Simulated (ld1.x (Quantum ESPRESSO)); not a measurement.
Fe (Z = 26): one change to a TM potential, before and after

ld1.x (Quantum ESPRESSO) 7.5 input, shortened:

```
&input
   title='Fe', zed=26., rel=1, dft='PBESOL', iswitch=3,
   config='[Ar] 3d6 4s1.5 4p0'
 /
 &inputp
   pseudotype=2, tm=.true., lloc=1,
   nlcc=.true., rcore=0.85
 /
3
4S  1  0   1.50   0.00  2.60  2.60  0.0
3D  3  2   6.00   0.00  1.35  1.35  0.0
4P  2  1   0.00   0.00  3.20  3.20  0.0
 &test
   configts(1)='3d6 4s1.5 4p0'
 /
```

Change: all radii but the core radius scaled by about 0.86 (s 2.22, p 2.74, d 1.16 bohr).

Cutoffs: the cutoffs (Ry, on a coarse ladder) from which the occupation-weighted sum of valence levels, in a spherical-Bessel basis at the reference potential, stays within 10 and 1 mRy of its value at 400 Ry; they do not see the model core or the augmentation charge, which bear on the density cutoff. Errors are all-electron minus pseudo energies relative to the spin-unpolarised reference configuration.

Q: Predict the effect on cutoff, ghosts and configuration errors.

A: The potential gets harder (140 Ry and 200 Ry → 160 Ry and 230 Ry); both files keep a bound ghost (s); of the 7 tests that both files solve, the error grows in 4 and shrinks in 0 by more than 15 % and 0.3 meV (median size 43.1 → 42.8 meV). A smaller radius makes the pseudo-wave follow the all-electron one further in, where it bends more sharply, so more plane waves are needed. That the errors move this way runs against the usual rule that smaller radii transfer better.

| quantity | base | changed |
| --- | --- | --- |
| cutoff, loose | 140 Ry | 160 Ry |
| cutoff, tight | 200 Ry | 230 Ry |
| loose cutoff by channel (10 mRy a level) | s 6 Ry, d 110 Ry | s 8 Ry, d 140 Ry |
| bound ghosts | s | s |
| error for 3d6 4s2 4p0, meV [ΔE -3.49 eV] | -3.1 | -7.7 |
| error for 3d6 4s1 4p0, meV [ΔE 5.25 eV] | -5.1 | -8.7 |
| error for 3d6 4s0 4p0, meV [ΔE 21.37 eV] | -43 | -43 |
| error for 3d5 4s0 4p0, meV [ΔE 55.55 eV] | -657 | -597 |
| error for 3d7 4s1 4p0, meV [ΔE -4.29 eV] | -279 | -362 |
| error for 3d5 4s2 4p1, meV [ΔE 5.28 eV] | -577 | -743 |
| error for 3d6 4s0 4p2, meV [ΔE 5.00 eV] | -6.6 | -7.0 |

Changed file: These tests converged, but a pseudo level misses the all-electron one widely, so the file describes the atom poorly there or has found another state: 3d5 4s0 4p0: empty 4s by 4.7 eV (a node warning on the way). A true bound ghost makes a file unfit for plane-wave use even where its test errors are small: the radial tests pick states by their node count and pass the ghost by.
